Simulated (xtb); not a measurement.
C3H3 (SMILES C#C[CH2-]), charge -1, singlet, at a GFN2-xTB geometry; GFN1-xTB in xtb.

xtb was given this input:
```
$ xtb mol.xyz --gfn 1 --chrg -1 --etemp 1000 --json

# file mol.xyz
6

C     -0.00058846    -0.06735310     0.13145175
C      0.01272709     0.42165409     1.28692893
C     -0.00916618    -0.23508926    -1.20054090
H      0.00817204    -0.08669387     2.25254432
H      0.90933867    -0.33006222    -1.78374476
H     -0.93534543    -0.29851433    -1.77583821
```

The log (banner, timings and long lists left out):

```
   ID    Z sym.   atoms
    1    6 C      1-3
    2    1 H      4-6

           -------------------------------------------------
          |                Calculation Setup                |
           -------------------------------------------------

           -------------------------------------------------
          |                 G F N 1 - x T B                 |
           -------------------------------------------------

          ...................................................
          :                      SETUP                      :
          :.................................................:
          :  # basis functions                  18          :
          :  # atomic orbitals                  18          :
          :  # shells                           12          :
          :  # electrons                        16          :
          :  # halogen bonds                     0          :
          :  max. iterations                   250          :
          :  Hamiltonian                  GFN1-xTB          :
          :  restarted?                      false          :
          :  GBSA solvation                  false          :
          :  PC potential                    false          :
          :  electronic temp.         1000.0000000     K    :
          :  accuracy                    1.0000000          :
          :  -> integral cutoff          0.2500000E+02      :
          :  -> integral neglect         0.1000000E-07      :
          :  -> SCF convergence          0.1000000E-05 Eh   :
          :  -> wf. convergence          0.2000000E-04 e    :
          :  Broyden damping             0.4000000          :
          :  net charge                         -1          :
          :  unpaired electrons                  0          :
          ...................................................

 iter      E             dE          RMSdq      gap      omega  full diag
   1     -8.1776030 -0.817760E+01  0.109E+01    4.80       0.0  T
   2     -8.2048718 -0.272688E-01  0.635E+00    4.48       1.0  T
   3     -8.2048575  0.143647E-04  0.119E+00    4.38       1.0  T
   4     -8.2052836 -0.426162E-03  0.933E-02    4.44       1.0  T
   5     -8.2052951 -0.114337E-04  0.496E-02    4.45       1.0  T
   6     -8.2052955 -0.407669E-06  0.612E-03    4.44       6.7  T
   7     -8.2052956 -0.103863E-06  0.983E-04    4.44      41.5  T
   8     -8.2052956 -0.934982E-09  0.401E-04    4.44     101.7  T
   9     -8.2052956 -0.391609E-09  0.118E-05    4.44    3447.7  T
  10     -8.2052956 -0.799361E-13  0.311E-07    4.44  100000.0  T

   *** convergence criteria satisfied after 10 iterations ***

         :::::::::::::::::::::::::::::::::::::::::::::::::::::
         ::                     SUMMARY                     ::
         :::::::::::::::::::::::::::::::::::::::::::::::::::::
         :: total energy              -8.037269659714 Eh    ::
         :: gradient norm              0.022669622269 Eh/a0 ::
         :: HOMO-LUMO gap              4.444618165410 eV    ::
         ::.................................................::
         :: SCC energy                -8.205295585182 Eh    ::
         :: -> electrostatic           0.135265541159 Eh    ::
         :: repulsion energy           0.169205179499 Eh    ::
         :: dispersion energy         -0.001179254031 Eh    ::
         :: halogen bond corr.         0.000000000000 Eh    ::
         :: add. restraining           0.000000000000 Eh    ::
         :: total charge              -1.000000000001 e     ::
         :::::::::::::::::::::::::::::::::::::::::::::::::::::

           -------------------------------------------------
          |                Property Printout                |
           -------------------------------------------------

    * Orbital Energies and Occupations

         #    Occupation            Energy/Eh            Energy/eV
      -------------------------------------------------------------
         1        2.0000           -0.3660331              -9.9603
         2        2.0000           -0.3475146              -9.4564
         3        2.0000           -0.2986707              -8.1272
         4        2.0000           -0.2800412              -7.6203
         5        2.0000           -0.2532040              -6.8900
         6        2.0000           -0.1955833              -5.3221
         7        2.0000           -0.1626536              -4.4260
         8        2.0000           -0.0976069              -2.6560 (HOMO)
         9                          0.0657298               1.7886 (LUMO)
        10                          0.0757609               2.0616
        11                          0.1261841               3.4336
        12                          0.1628654               4.4318
        13                          0.1727408               4.7005
        14                          0.4907533              13.3541
        15                          0.5803898              15.7932
        16                          0.6063815              16.5005
        17                          0.7159967              19.4833
        18                          1.3318115              36.2404
      -------------------------------------------------------------
                  HL-Gap            0.1633367 Eh            4.4446 eV
             Fermi-level           -0.0160040 Eh           -0.4355 eV

  Mulliken/CM5 charges         n(s)   n(p)   n(d)
     1C     0.01199  0.00109   1.113  2.875  0.000
     2C    -0.51538 -0.56343   1.197  3.319  0.000
     3C    -0.38587 -0.48105   0.983  3.403  0.000
     4H    -0.03287  0.01863   1.033  0.000  0.000
     5H    -0.03894  0.01238   1.039  0.000  0.000
     6H    -0.03894  0.01238   1.039  0.000  0.000

Wiberg/Mayer (AO) data.
largest (>0.10) Wiberg bond orders for each atom

 ---------------------------------------------------------------------------
     #   Z sym  total        # sym  WBO       # sym  WBO       # sym  WBO
 ---------------------------------------------------------------------------
     1   6 C    3.974 --     2 C    2.390     3 C    1.568
     2   6 C    3.646 --     1 C    2.390     4 H    0.977     3 C    0.214
     3   6 C    3.751 --     1 C    1.568     6 H    0.967     5 H    0.967
                             2 C    0.214
     4   1 H    1.019 --     2 C    0.977
     5   1 H    1.012 --     3 C    0.967
     6   1 H    1.012 --     3 C    0.967
 ---------------------------------------------------------------------------

Topologies differ in total number of bonds
Writing topology from bond orders to xtbtopo.mol

 dipole moment from electron density (au)
     X       Y       Z
  -0.0115  -0.5863  -0.3406  total (Debye):    1.724

           -------------------------------------------------
          | TOTAL ENERGY               -8.037269659714 Eh   |
          | GRADIENT NORM               0.022669622269 Eh/α |
          | HOMO-LUMO GAP               4.444618165410 eV   |
           -------------------------------------------------

normal termination of xtb
```
